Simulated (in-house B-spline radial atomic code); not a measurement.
Values are calculated unless marked as measured or tabulated.
# Two electrons in InAs: a parabolic dot with ħω = 1.29 meV in all three directions with a doubly ionised double donor at its centre

For InAs the NSM archive of the Ioffe Institute lists m* = 0.023 m0 and ε = 15.15. Real donors also feel a central-cell potential, which shifts the ground state; some double donors stay shallow and helium-like, others are deep centres that this model can't describe. In so narrow a gap the band flattens within tens of meV, so real spacings are smaller, by up to some tenths.

Effective-mass model with parabolic bands, a uniform dielectric constant, no image charges, no central-cell or spin-orbit terms. Two-electron levels come from full CI in B-splines with partial waves to l = 5 (up to 0.001 effective hartree above the limit).

Q: What are the effective units, and what is the potential in them?

A: Ha* = 27211.386 meV × 0.023/15.15² = 2.727 meV and a* = 0.0529177 nm × 15.15/0.023 = 34.86 nm. The frequency is ω = 0.474 Ha*, with −2/r added.

In these units the lowest s and p orbitals lie at -1.9208 and -0.0335, and their Coulomb and exchange integrals are J_ss = 1.3057, J_sp = 0.6878 and K_sp = 0.07462. Full CI gives -2.6717 for the ground singlet, -1.3736 for the sp triplet, -1.2779 for the sp singlet and -1.2462 for the lowest triplet of two s orbitals.

Q: What does it cost to add the second electron, to first order and exactly?

A: To first order E = 2ε_s + J_ss = -2.5360, so the charging energy E(2) − 2E(1) is J_ss = 3.56 meV. CI gives -2.6717 − 2 × (-1.9208) = 1.1699, or 3.19 meV: relaxation and correlation lower it by 0.3701 meV, 10.4 % of J_ss. The s² configuration of one-electron orbitals holds 95.3 % of the state, and the mean radius is 29.1 nm.

Q: How far above the singlet do the triplets lie?

A: To first order the sp triplet lies at ε_s + ε_p + J_sp − K_sp = -1.3412, which is 3.258 meV above 2ε_s + J_ss. CI gives -1.3736 − (-2.6717) = 1.2981, or 3.54 meV, 69 % of the orbital spacing of 5.146 meV. The ss triplet lies 3.887 meV up, so the lower of the two is the sp one, and its gap equals k_BT at 41.1 K. The sp singlet-triplet splitting is 0.261 meV, against 2K_sp = 0.4069 meV.
